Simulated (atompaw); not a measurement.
# europium (Eu) PAW (atompaw): all-electron and pseudo phase curves

Eu, PAW, made with atompaw 4.2.0.5 (PBE, scalar-relativistic). Core [Kr] 4d10, reference 4f7 5s2 5p6 5d0 6s1 6p0 (charge +1). Waves: 5s (bound): rc 2.50 bohr; 6s (bound): rc 2.40 bohr; 5p (bound): rc 2.00 bohr; 6p (bound, empty): rc 3.00 bohr; 5d (bound, empty): rc 3.00 bohr; 5d channel at 0.25 Ry: rc 3.00 bohr; 4f (bound): rc 0.90 bohr; 4f channel at 1.7 Ry: rc 0.90 bohr. Local part: troulliermartins scheme with l = 4 at -0.5 Ry, radius 2.10 bohr. Core correction: smooth core density matched at 1.95 bohr. Augmentation charge: sinc compensation charge, radius 2.15 bohr; PAW radius 3.00 bohr; waves and projectors: custom polynom2 7 10 vanderbiltortho.

The phase is arctan(r·u′/u) with u = r·R(r), unwrapped; energies in Ry, scanned from -6 to 5 Ry. A pole is an energy at which the radial function vanishes at the test radius. The pseudo phase is shifted by a multiple of π to meet the all-electron one at the reference energy, and phase errors are pseudo minus all-electron; the curves can meet again beyond the range given. Levels narrower than the energy grid can be missing from the lists of poles.

```json
{"channel": "s", "radius (bohr)": "3.01", "reference energy (Ry)": "-0.63", "poles, all-electron": "-3.69, 1.90", "poles, pseudo": "-3.69, 0.47, 2.23", "unbroken range about the reference energy with phases within 0.05 rad": "below 0.2", "phase error 1 Ry above the reference energy (rad)": "-0.101"}
{"channel": "p", "radius (bohr)": "3.01", "reference energy (Ry)": "-0.39", "poles, all-electron": "-2.06, 3.15", "poles, pseudo": "-2.06, 1.25", "unbroken range about the reference energy with phases within 0.05 rad": "below 0.1", "phase error 1 Ry above the reference energy (rad)": "-0.500"}
{"channel": "d", "radius (bohr)": "3.01", "reference energy (Ry)": "-0.52", "poles, all-electron": "0.19", "poles, pseudo": "0.19, 4.58", "unbroken range about the reference energy with phases within 0.05 rad": "below 2.1", "phase error 1 Ry above the reference energy (rad)": "-0.000"}
{"channel": "f", "radius (bohr)": "3.01", "reference energy (Ry)": "-0.65", "poles, all-electron": "-0.61, 2.85", "poles, pseudo": "-0.61, 2.85", "unbroken range about the reference energy with phases within 0.05 rad": "above -0.6", "phase error 1 Ry above the reference energy (rad)": "+0.001"}
```

A Bessel basis up to 400 Ry misses an occupied level by 0.57 Ry, so cutoffs and ghosts were not judged.

Phases in the d channel:

```csv
E (Ry),all-electron,pseudo
-6.00,1.428,1.428
-5.76,1.425,1.425
-5.52,1.421,1.421
-5.28,1.417,1.417
-5.04,1.413,1.413
-4.80,1.409,1.409
-4.56,1.404,1.404
-4.32,1.398,1.398
-4.08,1.392,1.392
-3.84,1.385,1.385
-3.60,1.378,1.378
-3.36,1.369,1.369
-3.12,1.359,1.359
-2.88,1.348,1.348
-2.64,1.334,1.334
-2.40,1.317,1.317
-2.16,1.296,1.296
-1.92,1.268,1.268
-1.68,1.229,1.229
-1.44,1.170,1.170
-1.20,1.070,1.070
-0.96,0.857,0.857
-0.72,0.236,0.236
-0.48,-0.862,-0.863
-0.24,-1.318,-1.318
0.00,-1.493,-1.493
0.24,-1.587,-1.587
0.48,-1.653,-1.653
0.72,-1.708,-1.708
0.96,-1.761,-1.761
1.20,-1.820,-1.821
1.44,-1.895,-1.898
1.68,-2.004,-2.011
1.92,-2.185,-2.206
2.16,-2.538,-2.606
2.40,-3.194,-3.341
2.64,-3.840,-3.961
2.88,-4.180,-4.261
3.12,-4.353,-4.414
3.36,-4.454,-4.505
3.60,-4.520,-4.567
3.84,-4.567,-4.613
4.08,-4.602,-4.649
4.32,-4.630,-4.681
4.56,-4.654,-4.710
4.80,-4.674,-4.738
```
